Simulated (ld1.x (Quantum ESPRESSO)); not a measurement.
Reading a pseudo-wave (Sc)

Columns: radius, all-electron u(r) and pseudo u(r) of the 4p shell (level -1.83 eV) of scandium in the configuration [Ar] 3d1 4s1.5 4p0.5; LDA (PZ), scalar-relativistic, RRKJ scheme, ld1.x (Quantum ESPRESSO) 7.5.

```tsv
r (bohr)	all-electron	pseudo
0.210	0.1081	0.0017
0.420	-0.0285	0.0073
0.630	-0.1565	0.0173
0.840	-0.1944	0.0329
1.050	-0.1624	0.0550
1.260	-0.0927	0.0842
1.470	-0.0082	0.1204
1.680	0.0777	0.1627
1.890	0.1580	0.2093
2.100	0.2295	0.2580
2.310	0.2910	0.3060
2.520	0.3427	0.3508
2.730	0.3849	0.3901
2.940	0.4183	0.4225
3.150	0.4438	0.4474
3.360	0.4622	0.4649
3.570	0.4743	0.4759
3.780	0.4809	0.4815
3.990	0.4827	0.4828
4.200	0.4805	0.4805
4.410	0.4749	0.4749
4.620	0.4664	0.4664
4.830	0.4556	0.4556
5.040	0.4430	0.4430
5.250	0.4288	0.4288
5.460	0.4136	0.4136
```

(1) How many radial nodes do the two functions have?

(2) At about which radius was the pseudo-wave matched?

(3) Is the pseudo-wave norm-conserving?

Answers

(1) The all-electron 4p function has n − l − 1 = 2; the pseudo-wave has 0, since the states of the same l below it are removed with the core.

(2) 4.20 bohr, where the columns begin to agree (steps of 0.21 bohr).

(3) Yes: the RRKJ scheme keeps the norm inside the radius equal to the all-electron one, which fixes the energy derivative of the logarithmic derivative at the level.
